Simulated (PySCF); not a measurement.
An equivalent PySCF input for In³⁺ (indium, charge +3), [Kr] 4d10, closed-shell 1S, with the spin-free X2C one-electron Hamiltonian (Gaussian nucleus):

```python
from pyscf import gto, scf, dft, mp, cc
import basis_set_exchange as bse
mol = gto.M(atom="In 0 0 0", charge=3, spin=0, symmetry="D2h",
            basis=gto.basis.parse(bse.get_basis("aug-cc-pVTZ-DK3", elements=["In"], fmt="nwchem")),
            nucmod="G")
mf = dft.UKS(mol, xc="R2SCAN").sfx2c1e()
mf.irrep_nelec = {'Ag': (8, 8), 'B1g': (2, 2), 'B2g': (2, 2), 'B3g': (2, 2), 'B1u': (3, 3), 'B2u': (3, 3), 'B3u': (3, 3)}
mf.kernel()
```

It reaches the same state as the run whose output follows, with an energy that differs only through the grid. The run itself started from symmetry-adapted Hartree-Fock orbitals and held the occupation by maximum overlap, on a logarithmic radial grid, so the iterations belong to that start.

```
SCF conv_tol = 1e-09
number electrons alpha = 23  beta = 23
XC functionals = R2SCAN
    J. W. Furness, A. D. Kaplan, J. Ning, J. P. Perdew, and J. Sun.,  J. Phys. Chem. Lett. 11, 8208-8215 (2020)
    J. W. Furness, A. D. Kaplan, J. Ning, J. P. Perdew, and J. Sun.,  J. Phys. Chem. Lett. 11, 9248-9248 (2020)
    J. W. Furness, A. D. Kaplan, J. Ning, J. P. Perdew, and J. Sun.,  J. Phys. Chem. Lett. 11, 8208-8215 (2020)
    J. W. Furness, A. D. Kaplan, J. Ning, J. P. Perdew, and J. Sun.,  J. Phys. Chem. Lett. 11, 9248-9248 (2020)
cycle= 1 E= -5878.79547499093  delta_E= -0.00206  |g|= 0.0115  |ddm|= 0.111
cycle= 2 E= -5878.79549451348  delta_E= -1.95e-05  |g|= 0.00606  |ddm|= 0.0194
cycle= 3 E= -5878.79550492179  delta_E= -1.04e-05  |g|= 0.000299  |ddm|= 0.00734
cycle= 4 E= -5878.79550494863  delta_E= -2.68e-08  |g|= 1.51e-06  |ddm|= 0.000344
cycle= 5 E= -5878.79550494863  delta_E= 6.37e-12  |g|= 3.08e-07  |ddm|= 1.39e-06
converged SCF energy = -5878.79550494863  <S^2> = -2.1316282e-14  2S+1 = 1
```
